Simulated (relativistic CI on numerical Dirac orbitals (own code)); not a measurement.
## V+ (3d4) in a crystal field

Calculated by Dirac-Coulomb-Breit CI, orbitals from a KLI potential per configuration, a model potential for QED, valence Slater integrals scaled by 0.75, one configuration in a parametric crystal field (own radial code).

Field parameters in Wybourne normalisation: D4h B²₀ = −7Ds, B⁴₀ = 21(Dq − Dt), B⁴₄ = 21√(5/14) Dq. The field is a parameter set, without covalency.

S is read from ⟨S²⟩ = S(S + 1).

Levels (cm⁻¹, degeneracy): 0 (1), 0 (1), 2 (2), 3 (1), 6396 (1), 6406 (2), 7180 (1), 7180 (1), 7196 (2), 7201 (1), 9474 (1), 9477 (1).

Q: Which field gives this pattern?
A. D4h, 10Dq = 5850, Ds = 730, Dt = 170 cm⁻¹
B. D4h, 10Dq = 14250, Ds = 570, Dt = 980 cm⁻¹
C. D4h, 10Dq = 15450, Ds = 2240, Dt = 240 cm⁻¹

A: B. D4h, 10Dq = 14250, Ds = 570, Dt = 980 cm⁻¹, ground level with S = 2.00.
